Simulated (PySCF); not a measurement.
CH4OSZn. Atoms are numbered in the order given.

```xyz
8

Zn     0.0686     0.0525     0.0842
O      1.2745    -0.7759    -0.9290
C      1.0414    -1.4488    -2.1314
H      0.6284    -0.7978    -2.9310
H      1.9975    -1.8530    -2.5156
H      0.3506    -2.3127    -2.0294
S     -1.2492     1.1405     1.4363
H     -1.4910     0.0397     2.1895
```

Geometry: B3LYP-D3(BJ)/def2-SVP. The structure was generated by enumeration; whether it is a known compound was not checked. Other conformers were not sampled.

Calculation: PBE/def2-TZVP run with PySCF.

ESP charges are fitted to the potential on shells at 1.4 to 2.0 van der Waals radii. Atomic charges (e):

| atom | ESP fit | meta-Löwdin |
|---|---|---|
| Zn1 | ___ | 1.14 |
| O2 | ___ | -0.81 |
| C3 | ___ | -0.12 |
| H4 | 0.06 | 0.09 |
| H5 | 0.09 | 0.11 |
| H6 | 0.04 | 0.09 |
| S7 | -0.40 | -0.62 |
| H8 | 0.14 | 0.11 |

What belongs in the gaps? (An estimate is asked for; the answer gives what the named calculation found.)


- Zn1, ESP fit: 0.63
- O2, ESP fit: -0.47
- C3, ESP fit: -0.09
